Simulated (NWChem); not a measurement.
Species: GaH$_{2}$Cl; SMILES [Cl][GaH2]

```xyz
4

Ga     0.0000     0.0000     0.7764
H      0.0000    -1.4223     1.4291
H      0.0000     1.4223     1.4291
Cl     0.0000     0.0000    -1.4017
```
Atoms are numbered in this order, from 1.

Results from NWChem. Geometry optimised at B3LYP/6-31G*; all other runs use it. Pople sets run with spherical d functions.

```json
[
 {"quantity": "vertical, lowest excitation, singlet (eV)", "level": "PBE/def2-SVP, TDA", "value": "(withheld)"},
 {"quantity": "isotropic polarisability (bohr³), static", "level": "PBE0/aug-cc-pVDZ", "value": "(withheld)"},
 {"quantity": "−ε(HOMO) (eV)", "level": "B3LYP/def2-SVPD", "value": "8.26"},
 {"quantity": "highest occupied level (eV)", "level": "MPW1K/def2-TZVP", "value": "-9.43"},
 {"quantity": "dipole (D)", "level": "B3LYP/6-31G*", "value": "(withheld)"},
 {"quantity": "highest harmonic frequency (cm⁻¹)", "level": "B3LYP/6-31G*", "value": "1989"}
]
```

Question: Some entries are withheld; supply them.

Answer: 
- vertical, lowest excitation, singlet (eV), value: 4.48
- isotropic polarisability (bohr³), static, value: 44.0
- dipole (D), value: 2.23
